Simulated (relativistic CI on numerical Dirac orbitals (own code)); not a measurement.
# What each ingredient does to the levels of Hf LXV

Base calculation: Dirac-Coulomb-Breit CI, separate exchange-only KLI orbitals for each configuration, model QED (radiative potential, 1s self-energy scaled to tabulated hydrogen-like ionisation energies), unscaled Slater integrals.

Configuration list (outside the closed core 1s2): 2s²2p⁴, 2s2p⁵, 2p⁶, 2p⁵3s, 2p⁵3p, 2s²2p³3s, 2p⁵3d, 2s²2p³3p, 2s²2p³3d, 2s2p⁴3s, 2s2p⁴3p, 2s2p⁴3d, 2s²2p³4s, 2s²2p³4p, 2s²2p³4d, 2s²2p³4f. Levels of other configurations are missing.

The lowest level and the first level of each name with at least 55 % of one term (blank where a level has no safe partner in the second run):

| Level | Base (eV) | Shift (eV) |
| --- | --- | --- |
| 2s²2p⁴ ³P2 | 0.00 | 0.00 |
| 2s²2p⁴ ¹S0 | 58.61 | +2.17 |
| 2s²2p⁴ ³P1 | 1233.53 | -0.21 |
| 2s²2p⁴ ¹D2 | 1252.44 | -0.21 |
| 2s2p⁵ ³P°2 | 1625.17 | +0.07 |
| 2s2p⁵ ¹P°1 | 1706.78 | +0.45 |
| 2s²2p⁴ ³P0 | 2509.91 | +4.17 |
| 2s2p⁵ ³P°0 | 2870.32 | -0.03 |
| 2s2p⁵ ³P°1 | 2908.32 | +0.18 |
| 2p⁶ ¹S0 | 3370.99 | -6.00 |
| 2s²2p³3p ³P0 | 8694.28 | +0.71 |
| 2s²2p³3d ³P°0 | 8771.58 | +0.58 |
| 2s²2p³3s ³S°1 | 9398.94 | +0.27 |
| 2s²2p³3s ³D°3 | 9411.69 | +0.11 |
| 2s²2p³3s ¹D°2 | 9420.25 | +0.41 |
| 2s²2p³3s ³P°0 | 9462.39 | +3.24 |
| 2s²2p³3s ³P°1 | 9465.85 | +2.74 |
| 2s²2p³3p ³D1 | 9575.09 | +2.50 |
| 2s2p⁴3s ⁵P3 | 9719.92 | +1.81 |
| 2s2p⁴3s ³P2 | 9750.29 | +0.09 |
| 2s2p⁴3s ³S1 | 9826.31 | +2.73 |
| 2s2p⁴3s ¹S0 | 9864.86 | -1.41 |

At this charge energies of transitions that change n are usually good to better than 1 %, and those within a shell (Δn = 0) to a few per cent.

Task: One thing was changed in a second run, which moved the levels as shown. Which?
A. QED terms removed
B. Breit term removed
C. configuration mixing switched off
D. one mean potential for all configurations

Result: C. Configuration mixing switched off. Without mixing, levels that were pushed by configurations of the same parity and J return to their single-configuration places.

LS names give the leading component of a level, which can be under half, so a name can repeat, a term be missing and a line seem to break the LS rules.
